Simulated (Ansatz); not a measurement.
Ansatz results at the PBE0-D4/def2-TZVP geometry: LUMO energy (PBE0/def2-TZVPP) 1.02 eV; HOMO–LUMO gap (PBE0/def2-TZVPP) 9.05 eV; size of the dipole moment (B3LYP/def2-TZVPP) 1.88 D.

Each molecule was computed in one conformer, which needn't be the lowest.

(1) Which molecule gave them?
A. `CC(C)[O][GeH2][F]`
B. `CC[O][GeH]([CH3])[F]`
C. `C[S][GeH]([CH3])[Cl]`
D. `N#[C][GeH]([F])[Cl]`

Results:

(1) B. The others give `N#[C][GeH]([F])[Cl]`: -1.53, 8.51, 2.98; `C[S][GeH]([CH3])[Cl]`: -0.05, 6.90, 3.41; `CC(C)[O][GeH2][F]`: 0.52, 8.77, 1.90.

B3LYP here is the variant with VWN-RPA as its local correlation; programs differ in this.
